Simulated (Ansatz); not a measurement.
`[NH2][Sb]([SiH3])[InH2]` + H₂O → `[OH][InH2]` + `[NH2][SbH][SiH3]` at 700 K and 1 bar (formal hydrolysis of the In–Sb bond).

Computed with Ansatz on PBE0-D4/def2-TZVP structures; ΔE is electronic, products minus reactants. CCSD(T)/CBS adds triple-zeta CCSD(T) − MP2 to the extrapolated MP2 energy (def2 sets, frozen cores). This one scheme is used for every species. def2 core potentials past Kr. For In, Sb outer-core shells are correlated without core-valence functions, which leaves a few kJ/mol of doubt a bond. Each species was taken in one conformer, which may not be the lowest.

```tsv
species	CCSD(T)/CBS energy (Eh)	H − E (kJ/mol)	S (J/(mol·K))
`[NH2][Sb]([SiH3])[InH2]`	-777.82114	260.1	563.8
H₂O	-76.37941	80.5	218.4
`[OH][InH2]`	-266.78179	108.6	338.8
`[NH2][SbH][SiH3]`	-587.39549	221.1	450.1
```

H − E and S are ideal-gas, rigid-rotor, harmonic terms from PBE0-D4/def2-TZVP, for one conformer and one mirror image of each species. 1 Eh = 2625.50 kJ/mol, R = 8.31446 J/(mol·K).

Q: By hand: ΔE, ΔH, ΔS and ΔG.

A: ΔE = (-266.78179) + (-587.39549) − (-777.82114) − (-76.37941) = 0.02327 Eh = 61.1 kJ/mol. Δ(H − E) = 108.6 + 221.1 − 260.1 − 80.5 = -10.9, so ΔH = 50.2 kJ/mol. ΔS = 338.8 + 450.1 − 563.8 − 218.4 = 6.7 J/(mol·K). ΔG = 50.2 − 700 × (6.7)/1000 = 45.5 kJ/mol.

Q: By hand: the equilibrium constant, and the temperature at which ΔG would vanish if ΔH and ΔS stayed fixed.

A: log₁₀ K = −ΔG/(RT ln 10) = -3.4. ΔG = 0 at ΔH/ΔS = 7493 K, far beyond where these terms or the molecules hold.

The number of gas molecules stays the same, so ΔS is small and ΔH decides. A doubt of 5 kJ/mol in ΔE shifts log₁₀ K by 0.4 here. Other conformers and mirror images would add mixing entropy, several J/(mol·K) or more a flexible species. These are equilibria of isolated gas molecules and say nothing of rates. Largest T1 diagnostic: 0.017 (customary marks: 0.02 for closed shells, 0.045 for open ones).
